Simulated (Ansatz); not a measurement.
Consider the ligand exchange at a Ge–C bond: `C[C](=S)[GeH3]` + `[GeH3][TeH]` → `[GeH3][Te][GeH3]` + `CC=S`.

Gas-phase electronic energies from Ansatz, PBE0-D4/def2-TZVP geometries. CCSD(T)/CBS is the MP2 limit (def2-TZVPP, def2-QZVPP) plus CCSD(T) − MP2 in def2-TZVPP, frozen cores. DFT in def2-TZVPP. def2 core potentials past Kr. For Ge, Te outer-core shells are correlated without core-valence functions, which leaves a few kJ/mol of doubt a bond. Scalar relativity is left out up to krypton.

(1) Is it downhill or uphill in electronic energy at CCSD(T)/CBS, and by how much? (An estimate is asked.)

(2) What do these levels give: PBE0-D4, ωB97M-V, PBE, SCS-MP2/def2-TZVPP, HF/CBS(def2), CCSD/CBS(def2)? (An estimate is asked.)

Largest T1 diagnostic among the species: 0.016.

Results:

(1) Ansatz gave: Downhill: ΔE = -20.2 kcal/mol.

(2) The calculation gave: PBE0-D4 -21.3, ωB97M-V -20.3, PBE -20.4, SCS-MP2/def2-TZVPP -19.9, HF/CBS(def2) -22.6, CCSD/CBS(def2) -20.5 kcal/mol.

In def2-TZVPP, CCSD(T) changes the Hartree–Fock value by +3.3 kcal/mol (the triples alone add +0.3 kcal/mol) and MP2 by +2.1 kcal/mol. From PBE to PBE0 (25 % exact exchange), in def2-TZVPP and without D4, ΔE moves by −1.0 kcal/mol.
